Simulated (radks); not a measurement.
The numbers below are computed, except where a source is named.
Hg+, 79 electrons, occupied as [Xe] 4f14 5d9 6s1 6p1 (not the ground configuration). Level of theory: scalar-relativistic Kohn-Sham, PBEsol, spin-unpolarised, spherical densities, finite nucleus; Fermi nuclear charge, rms radius 5.4648 fm (a radial shooting solver on a logarithmic mesh with Libxc functionals).

Radial electron density D(r) = 4 pi r^2 rho(r):

```
   r/bohr * D(r) (the largest magnitude, 149, reaches the edge; | marks zero)
0.0008583 |  *
0.0009992 |   *
 0.001163 |    *
 0.001365 |     *
 0.001589 |       *
  0.00185 |         *
 0.002154 |           *
 0.002527 |             *
 0.002942 |                *
 0.003425 |                   *
  0.00402 |                       *
 0.004679 |                          *
 0.005448 |                              *
 0.006393 |                                  *
 0.007442 |                                    *
 0.008664 |                                       *
  0.01009 |                                        *
  0.01184 |                                        *
  0.01378 |                                       *
  0.01604 |                                     *
  0.01882 |                                    *
  0.02192 |                                   *
  0.02551 |                                     *
  0.02994 |                                        *
  0.03485 |                                             *
  0.04058 |                                                   *
  0.04724 |                                                      *
  0.05543 |                                                      *
  0.06453 |                                                  *
  0.07513 |                                              *
  0.08816 |                                          *
   0.1026 |                                           *
   0.1195 |                                                *
   0.1402 |                                                   *
   0.1632 |                                                *
     0.19 |                                        *
   0.2212 |                               *
   0.2596 |                            *
   0.3022 |                              *
   0.3518 |                                 *
   0.4129 |                               *
   0.4807 |                         *
   0.5596 |                 *
   0.6567 |           *
   0.7645 |         *
     0.89 |       *
    1.036 |      *
    1.216 |     *
    1.415 |   *
    1.648 |  *
    1.934 | *
    2.251 |*
    2.621 |*
    3.075 *
     3.58 *
    4.168 *
    4.852 *
    5.694 *
    6.629 *
    7.717 *
    9.056 *
```

D(r) has 4 maxima, at r = 0.0110, 0.0512, 0.142, 0.366 bohr, and minima at 0.0214, 0.0918, 0.262 bohr, inside which lie 1.88, 11.04, 30.10 electrons.
